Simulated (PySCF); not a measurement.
**Electron correlation in I³⁺ (iodine, charge +3)**

[Kr] 4d10 5s2 5p2, high-spin 3P determinant. All numbers are calculated (PySCF 2.14, scalar relativity by spin-free X2C-1e, in x2c-TZVPPall). Frozen: [Kr] 4d10; 4 electrons correlated.

```
  level  correlation energy (mhartree)
   CCSD                         -59.09
    (T)                          -1.00
CCSD(T)                         -60.09
  CCSDT                         -60.37
```

Diagnostics: T1 = 0.0051, D1 = 0.0137, largest double amplitude 0.089.

Task: Is a single reference adequate?

Result: Mostly. T1 lies below 0.03, but a double amplitude of this size points to a near-degeneracy that CCSD handles and MP2 describes poorly.
